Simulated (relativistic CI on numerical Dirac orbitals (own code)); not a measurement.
Slater and spin-orbit integrals, Au⁴⁰⁺

These numbers are calculated, not measured: Dirac-Coulomb-Breit CI, KLI orbitals optimised for each configuration, model QED (radiative potential, 1s self-energy scaled to tabulated hydrogen-like ionisation energies), unscaled Slater integrals (own radial code, finite nucleus).

Slater integrals F^k, G^k are unscaled and averaged over j, outside the closed core [Ar] 3d10; ζ comes from projecting the Hamiltonian with its Breit term on Σ l·s of the shell.

- 4s2 4p6 4d3: F^2(4d,4d) = 261200, F^4(4d,4d) = 178000, ζ(4d) = 84927 cm⁻¹; <r>(4d) = 0.3834, <r^2>(4d) = 0.1681 (bohr units).
- 4s2 4p6 4d2 4f: F^2(4d,4d) = 261030, F^4(4d,4d) = 177880, ζ(4d) = 84834, F^2(4d,4f) = 263420, F^4(4d,4f) = 171300, G^1(4d,4f) = 263790, G^3(4d,4f) = 184370, G^5(4d,4f) = 136250, ζ(4f) = 15662 cm⁻¹; <r>(4d) = 0.3837, <r^2>(4d) = 0.1684, <r>(4f) = 0.3567, <r^2>(4f) = 0.1439 (bohr units).
- 4s2 4p5 4d4: ζ(4p) = 681660, F^2(4d,4d) = 261140, F^4(4d,4d) = 177960, F^2(4p,4d) = 261580, G^1(4p,4d) = 323490, G^3(4p,4d) = 207530, ζ(4d) = 84617 cm⁻¹; <r>(4p) = 0.3833, <r^2>(4p) = 0.1664, <r>(4d) = 0.3835, <r^2>(4d) = 0.1682 (bohr units).

Question: Give the Racah parameters of the d shell in 4s2 4p6 4d3.

Answer: B = F²/49 − 5F⁴/441 = 3312 cm⁻¹ and C = 35F⁴/441 = 14127 cm⁻¹.

Averages of the first 10 configurations, taken without configuration mixing, which lowers the lowest level and can move excited configurations by several eV; other configurations of the list can lie among them:

```
   Configuration  Parity  States  Average energy above the lowest level (eV)
     4s2 4p6 4d3    even     120                                        50.6
  4s2 4p6 4d2 4f     odd     630                                       282.7
     4s2 4p5 4d4     odd    1260                                       294.1
      4s 4p6 4d4    even     420                                       504.8
   4s 4p6 4d3 4f     odd    3360                                       734.5
  4s2 4p6 4d2 5s    even      90                                       626.6
4s2 4p6 4d 4f 5s     odd     280                                       858.2
  4s2 4p6 4d2 5p     odd     270                                       716.4
  4s2 4p6 4d2 5d    even     450                                       826.9
  4s2 4p5 4d3 5s     odd    1440                                       868.2
```
